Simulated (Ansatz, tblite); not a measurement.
Forces on Sr2O3 at its PBE0-D4/def2-SVP geometry. Total charge 0; singlet.

In the def2 sets Sr takes a core potential; there is no spin–orbit coupling. The xTB rows come from tblite. The structure holds 2 bonds between oxygen atoms, so isomers without such links may lie far lower. The restricted singlet is unstable towards broken spin symmetry at other levels; at PBE-D4/def2-TZVP this wasn't settled. Another isomer (singlet) lies 3.93 eV lower at PBE0-D4/def2-TZVP; other spin states weren't run for this one.

GFN1-xTB (tblite), largest force 1.74 eV/Å:

```xyz
5
positions Å, forces eV/Å
Sr   -0.103   -1.908   -0.098   -0.406    0.388    0.076
Sr   -1.491    1.339    0.275    0.195   -0.484   -0.054
O     1.114    0.199   -0.135   -1.681    0.397    0.244
O     0.091    0.252   -1.158    0.997   -0.174    0.256
O     0.390    0.118    1.117    0.895   -0.128   -0.523
```

GFN2-xTB (tblite), largest force 2.15 eV/Å:

```
Sr -0.232 0.567 0.064
Sr 0.584 -0.516 -0.107
O -2.072 0.493 0.301
O 1.000 -0.334 0.935
O 0.720 -0.209 -1.193
```

PBE-D4/def2-TZVP (Ansatz), largest force 1.01 eV/Å:

```
Sr 0.044 0.007 -0.005
Sr 0.030 0.011 -0.003
O 0.881 -0.027 -0.117
O -0.593 0.056 -0.818
O -0.362 -0.047 0.944
```
